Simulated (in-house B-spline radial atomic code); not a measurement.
Values are calculated unless marked as measured or tabulated.
# Ca at several levels of theory

Ground configuration [Ar] 4s2. All numbers come from a B-spline radial code for spherical atoms, all electrons, at the radial basis limit. Mean-field, RPA, GW and linear-response runs are scalar-relativistic (one-electron X2C), no spin-orbit coupling, without Breit or QED terms, open shells spin-polarised at highest spin; the many-body runs on Dirac-Hartree-Fock orbitals are four-component, and their energies hold both.

**Ionisation energy.** The reference is 6.113 eV (NIST, measured).

| method | value (eV) | minus reference (eV) |
| --- | --- | --- |
| minus the highest LDA VWN5 level | 3.86 | -2.25 |
| LDA VWN5, difference of total energies | 6.23 | +0.12 |
| minus the highest PBE level | 3.77 | -2.35 |
| PBE, difference of total energies | 6.09 | -0.02 |
| G0W0 on PBE | 6.12 | 0.00 |
| exact exchange + RPA on PBE | 6.52 | +0.41 |
| exact exchange + RPA + SOSEX on PBE | 6.22 | +0.10 |
| minus the highest r2SCAN level | 3.83 | -2.28 |
| r2SCAN, difference of total energies | 5.83 | -0.28 |
| minus the highest PBE0 level | 4.33 | -1.78 |
| PBE0, difference of total energies | 6.01 | -0.10 |
| G0W0 on PBE0 | 6.23 | +0.11 |
| minus the highest B3LYP (VWN-RPA) level | 4.21 | -1.90 |
| B3LYP (VWN-RPA), difference of total energies | 6.16 | +0.05 |
| minus the highest CAM-B3LYP level | 5.17 | -0.95 |
| minus the highest LC-wPBE level | 5.98 | -0.14 |
| minus the highest Hartree-Fock level | 5.34 | -0.77 |
| Hartree-Fock, difference of total energies | 5.14 | -0.98 |
| G0W0 on Hartree-Fock | 6.20 | +0.09 |
| MP2, difference of total energies | 6.03 | -0.08 |
| CI + MBPT for the two outer electrons | 6.12 | +0.01 |
| Dirac-Fock + self-energy with TDHF screening (4s1/2) | 5.83 | -0.28 |

Question: Which methods come closest, and which lies farthest off?

Answer: Closest: G0W0 on PBE (0.00 eV) and CI + MBPT for the two outer electrons (+0.01 eV). Farthest: minus the highest PBE level (-2.35 eV). The PBE level misses by -2.3 eV while the PBE energy difference misses by -0.02 eV: the semilocal potential lacks the −1/r tail and the energy is convex in the electron number, but total energies at whole numbers are far better.

**Static dipole polarisability and C6** of two like species, by linear response:

```tsv
method	α (bohr³)	C6 (hartree·bohr⁶)
LDA VWN5	146.6	1954
PBE	157.4	2170
PBE0	162	2270
B3LYP (VWN-RPA)	151.8	2058
CAM-B3LYP	153.7	2100
LC-wPBE	175.7	2559
```

Question: What mean excitation energy do α and C6 imply in London's formula C6 = (3/4) α² ω?

Answer: LDA VWN5: ω = 0.121 hartree; LC-wPBE: ω = 0.111 hartree. A method that puts the excitations lower gives a larger α and a smaller ω.

Question: How do these compare with the recommended polarisability?

Answer: The recommended value is 160.8 bohr³ (Schwerdtfeger and Nagle, table of static dipole polarizabilities (2023 update)). The methods run from -9 % to +9 %; PBE0 is nearest (+1 %).

**Lowest terms** (eV, full linear response; a dash marks a state above the method's threshold or not assigned, «imaginary» a triplet instability of the closed-shell solution):

```csv
method,4s → 4p 3P,4s → 3d 3D,4s → 4p 1P
LDA VWN5,1.926,1.342,3.098
PBE,1.550,1.188,2.999
PBE0,1.434,1.550,2.979
B3LYP (VWN-RPA),1.839,1.581,3.046
CAM-B3LYP,1.749,1.716,3.050
LC-wPBE,1.001,1.535,2.885
TDHF,imaginary,2.269,2.807
BSE on G0W0@HF,2.085,3.598,3.665
"CI + MBPT, average over J",1.895,2.442,2.931
"measured, average over J (NIST)",1.892,2.524,2.933
```

Question: Which methods give these terms best?

Answer: Mean absolute differences from the measured values, for methods that give all terms: CI + MBPT, average over J 0.03 eV; CAM-B3LYP 0.36 eV; B3LYP (VWN-RPA) 0.37 eV; LDA VWN5 0.46 eV; PBE0 0.49 eV; PBE 0.58 eV; LC-wPBE 0.64 eV; BSE on G0W0@HF 0.67 eV.

Run times on one thread of shared hosts: mean field, RPA, SOSEX and G0W0 on PBE, for the atom and its ion, 7.2 s (Arm Neoverse N1); TDDFT with PBE, 0.5 s (AMD EPYC 9R45 96-Core Processor (Zen 5)); G0W0 and BSE, 5.7 s (AMD EPYC 9R45 96-Core Processor (Zen 5)); CI + MBPT, 81 s (Intel Xeon Platinum 8259CL CPU @ 2.50GHz); removal energies by the self-energy, 5.6 s (Intel Xeon 6975P-C).
